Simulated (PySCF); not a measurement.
# Electronic absorption of C5H8ClN

C5H8ClN.
Structure used (GFN2-xTB), in Å, numbered top down from 1:
```xyz
15
C5H8ClN angstrom
C     -1.491   -0.362   -0.707
C     -0.072    0.127   -0.434
C     -0.067    1.365    0.459
Cl    -0.799    1.033    2.054
C      0.770   -0.997    0.195
C      2.151   -0.608    0.310
N      3.242   -0.277    0.385
H     -1.970   -0.668    0.219
H     -2.083    0.433   -1.155
H     -1.478   -1.207   -1.391
H      0.394    0.424   -1.382
H      0.951    1.705    0.648
H     -0.649    2.170    0.010
H      0.714   -1.899   -0.421
H      0.384   -1.231    1.191
```

Computed, not measured: TDDFT PBE0/def2-SVPD, vertical, gas phase, core orbitals frozen in the response in PySCF.

Q: List the vertical singlet excitations with oscillator strengths and describe the spectrum.

A: 

| state | λ (nm) | E (eV) | f | main configurations (H = HOMO, L = LUMO) |
| --- | --- | --- | --- | --- |
| S1 | 167.2 | 7.42 | 0.0037 | H→L+1 (86%), H→L (9%) |
| S2 | 164.4 | 7.54 | 0.0051 | H-1→L+1 (85%), H-1→L (8%) |
| S3 | 157.7 | 7.86 | 0.0018 | H-3→L+2 (19%), H-2→L+2 (17%), H→L (9%) |
| S4 | 155.2 | 7.99 | 0.0046 | H→L (76%) |
| S5 | 153.3 | 8.09 | 0.018 | H-1→L (79%), H-1→L+1 (8%) |
| S6 | 150.6 | 8.23 | 0.0053 | H-2→L+3 (18%), H-3→L+2 (14%), H-3→L+3 (12%) |

Triplets (Tamm–Dancoff): T1 6.47 eV, H-3→L+3 (19%), H-3→L+2 (17%), H-2→L+2 (15%); T2 6.72 eV, H→L+1 (82%).

The lowest singlet lies at 7.42 eV (167 nm, vacuum ultraviolet) and is very weak; its leading configuration is HOMO→LUMO+1 (86%). The most intense listed level is S5 at 8.09 eV (153 nm, f = 0.018), 0.67 eV above S1. Löwdin shares by element: HOMO chlorine 74%, carbon 12% or more, hydrogen 5% or more; LUMO carbon 24% or more, chlorine 12%, hydrogen 10% or more (atoms not listed hold the other 54%). Weighted by f, the mean energy of these states is 7.95 eV. The oscillator strengths of these states sum to 0.038; summed over the whole spectrum of an exact calculation they would give the number of electrons, 62 (Thomas–Reiche–Kuhn). Of the 6 states listed, 1 reaches f = 0.01 and none stays under 0.0005. Singlets were solved by full linear response, triplets in the Tamm–Dancoff approximation.

On one thread of an x86-64 server, no GPU (shared host), this took 28 s of wall time (grids of density and orbitals included).

One conformer stands for the species.
